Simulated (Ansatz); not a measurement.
`[F][Zr]([SH])([SH])[SH]`, 8 atoms. Total charge 0; spin multiplicity 1. Correlated methods include outer-core shells of Zr, which these sets cover unevenly. Zr: def2 effective core potential. All runs use 4 threads of an Arm Neoverse V1 on a shared host. Correlated methods freeze the cores.

**Question.** Give the basis size and wall time and peak host memory of each of these runs in Ansatz. RKS PBE0-D4/def2-SVP energy; RHF-CCSD(T)/def2-TZVPP energy; RKS ωB97M-V/def2-SVP energy; RKS CAM-B3LYP-D4/def2-TZVPP energy; RKS PBE0-D4/def2-QZVPP energy; RHF-CCSD(T)/def2-SVP energy; RKS PBE0-D4/def2-TZVP relaxation (12 steps); RKS ωB97M-V/def2-QZVPP energy; direct RPA on PBE orbitals/def2-TZVPP energy; RKS LC-ωPBE/def2-TZVPP energy; RHF-MP2/def2-QZVPP energy; RKS B97M-V/def2-TZVPP energy. (An estimate is asked.)

**Answer.** The calculation gave: Other jobs shared the machine, so times are rough.

| level | job | functions | wall time | peak host memory (GiB) |
| --- | --- | --- | --- | --- |
| RKS PBE0-D4/def2-SVP | energy | 114 | 1.8 s | 0.26 |
| RKS LC-ωPBE/def2-TZVPP | energy | 255 | 4.2 s | 0.55 |
| RKS CAM-B3LYP-D4/def2-TZVPP | energy | 255 | 6 s | 0.9 |
| direct RPA on PBE orbitals/def2-TZVPP | energy | 255 | 7.5 s | 0.62 |
| RKS ωB97M-V/def2-SVP | energy | 114 | 9.5 s | 0.43 |
| RHF-CCSD(T)/def2-SVP | energy | 114 | 11 s | 0.59 |
| RKS PBE0-D4/def2-QZVPP | energy | 438 | 12 s | 1.9 |
| RKS B97M-V/def2-TZVPP | energy | 255 | 15 s | 0.52 |
| RHF-MP2/def2-QZVPP | energy | 438 | 21 s | 2.3 |
| RKS ωB97M-V/def2-QZVPP | energy | 438 | 29 s | 2.2 |
| RKS PBE0-D4/def2-TZVP | relaxation (12 steps) | 200 | 59 s | 0.65 |
| RHF-CCSD(T)/def2-TZVPP | energy | 255 | 5.5 min | 5.9 |

LC-ωPBE has ω = 0.4 bohr⁻¹.
